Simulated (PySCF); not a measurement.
**Spin states and ions at one geometry of Hf(SH)4**

PySCF 2.14.0, RKS r2SCAN, Hf def2-SVP with ECP60, S def2-SVP, H def2-SVP; non-relativistic Hamiltonian with scalar-relativistic core potentials where named; density fitting; no spin-orbit coupling; singlets restricted, open shells unrestricted. The geometry is relaxed for charge 0, singlet, vacuum:

```xyz
9

Hf    0.0000    0.0000    0.0000
S     1.3432    1.4849    1.3881
H     1.7652    0.4258    2.1268
S    -1.3432   -1.4849    1.3881
H    -1.7652   -0.4258    2.1268
S     1.4850   -1.3432   -1.3881
H     0.4258   -1.7653   -2.1268
S    -1.4850    1.3432   -1.3881
H    -0.4258    1.7653   -2.1268
```

Energies count from the relaxed state; an electron taken off or put on is at rest in vacuum. Charges and spins are Mulliken's.

**Question.** Order these states by energy, lowest first.
A. charge 0, triplet, vacuum
B. charge +1, doublet, vacuum
C. charge -1, doublet, vacuum
D. charge 0, singlet, vacuum

**Answer.** C (-0.56 eV), D (0.00 eV), A (3.89 eV), B (9.31 eV).

**Question.** How do charge and spin on the first atom follow?

**Answer.** 
| state | spin squared | charge on Hf1 (e) | spin on Hf1 (e) | dipole about the centre of mass (D) |
| --- | --- | --- | --- | --- |
| charge 0, singlet, vacuum | 0.00 | 0.67 | 0.00 | 0.00 |
| charge 0, triplet, vacuum | 2.01 | 0.48 | 0.88 | 0.05 |
| charge +1, doublet, vacuum | 0.76 | 0.75 | -0.12 | 0.04 |
| charge -1, doublet, vacuum | 0.76 | 0.37 | 0.95 | 0.00 |

With an electron taken off (doublet) the charges change, summed by element, by Hf +0.08 e, S +0.74 e, H +0.18 e. The vertical ionisation energy is 9.31 eV, against −ε(HOMO) = 7.00 eV of the relaxed state. The level lies 2.3 eV too high, as is usual for semilocal functionals and global hybrids, which keep a self-interaction error.

With an electron put on (doublet) the charges change, summed by element, by Hf -0.30 e, S -0.46 e, H -0.24 e. The vertical electron affinity is 0.56 eV, against −ε(LUMO) = 2.87 eV of the relaxed state. The basis has no diffuse functions, which an added electron needs. The added electron's level lies above zero.

Open shells may have lower solutions than those found. Hard to converge, so the more doubtful: charge 0, triplet, vacuum; charge +1, doublet, vacuum.

No frequency check is given that shows the relaxed geometry to be a minimum.
